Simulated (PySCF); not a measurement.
## Exercise with solution: chemical shift, span and skew from a shielding tensor

Si(F)2(Cl)(NH2) (ClF2H2NSi), SMILES F[Si](F)(Cl)N. Atoms are numbered in the order given.

```xyz
7

N      1.3598    -1.3011     0.0000
Si    -0.0447    -0.3390     0.0000
F     -0.9093    -0.6891     1.3230
F     -0.9093    -0.6891    -1.3230
Cl     0.2126     1.7051     0.0000
H      1.9305    -1.3644     0.8456
H      1.9305    -1.3644    -0.8456
```

Geometry optimised at PBE-D3(BJ)/def2-SVP. Other conformers were not sampled.

GIAO shieldings from B3LYP/pcSseg-1 run with PySCF, non-relativistic, no solvent. The symmetric part of the tensor of N1 has the principal values 207.2, 218.1, 261.2 ppm. The same nucleus in NH3 has σ = 265.5 ppm at this level (PySCF, at its B3LYP-D3(BJ)/def2-TZVP geometry). Without spin–orbit terms, shifts of atoms bonded to Cl or Br come out too high.

**Question.** Work out the isotropic shielding, the ¹⁵N shift against NH3, the span and the skew.

**Answer.** 
σ(iso) = (σ11 + σ22 + σ33)/3 = 228.8 ppm. δ = σ(ref) − σ(iso) = 265.5 − (228.8) = 36.7 ppm.
Span Ω = σ33 − σ11 = 54.0 ppm. Skew κ = 3(σ(iso) − σ22)/Ω = 0.60. Tumbling in solution averages the tensor to δ; in a static solid the shielding alone would spread this spin-1/2 line over Ω.
